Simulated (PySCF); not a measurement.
germanium monotelluride cation (GeTe), SMILES [Ge]=[Te] (connectivity only; charge and spin as stated), charge +1, multiplicity 2. The structure is a stationary point at PBE0-D3(BJ)/def2-TZVP. The multiplicity is an assumed one; other spin states were not compared. The def2 effective core potentials stand for the cores of Te; spin–orbit coupling is left out.

Calculation: PBE0-D3(BJ)/def2-TZVP (PySCF).

Harmonic wavenumbers (cm⁻¹): 274. Rotational constants (GHz): 1.766 (linear); symmetry number 1.

Work out the zero-point energy and the ideal-gas rigid-rotor harmonic-oscillator thermochemistry at 298.15 K and 1 atm.

ZPE = ½ Σ hcν = ½ × 274 cm⁻¹ = 1.64 kJ/mol. H − E(el) = 11.51 kJ/mol. Entropy in J/(mol K): translation 174.84, rotation 76.21, vibration 6.57, spin 5.76, total 263.38. G − E(el) = -67.02 kJ/mol. Cp = 36.30 J/(mol K).
